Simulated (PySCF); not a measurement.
Sn(H)2(Me)2 (C2H8Sn), SMILES [CH3][SnH2][CH3]. Geometry optimised at PBE-D3(BJ)/def2-SVP. The def2 effective core potentials stand for the cores of Sn; spin–orbit coupling is left out.

Q: Give the equilibrium geometry at PBE-D3(BJ)/def2-SVP (PySCF confirms it by a frequency run) as bond lengths and angles, and its point group. (The exact figures need the calculation; the answer reports its results.)

A: point group C2v.
Atoms: Sn1 C2 C3 H4 H5 H6 H7 H8 H9 H10 H11. Bonds (Å): Sn1–C2 2.173, Sn1–C3 2.173, Sn1–H4 1.736, Sn1–H5 1.736, C2–H6 1.107, C2–H7 1.107, C2–H8 1.107, C3–H9 1.107, C3–H10 1.107, C3–H11 1.107. Angles (°): C2–Sn1–C3 110.0, C2–Sn1–H4 109.6, C2–Sn1–H5 109.6, C3–Sn1–H4 109.6, C3–Sn1–H5 109.6, H4–Sn1–H5 108.5, Sn1–C2–H6 109.8, Sn1–C2–H7 110.2, Sn1–C2–H8 109.8, H6–C2–H7 109.0, H6–C2–H8 109.0, H7–C2–H8 109.0, Sn1–C3–H9 110.2, Sn1–C3–H10 109.8, Sn1–C3–H11 109.8, H9–C3–H10 109.0, H9–C3–H11 109.0, H10–C3–H11 109.0.
Charge 0, spin multiplicity 1.
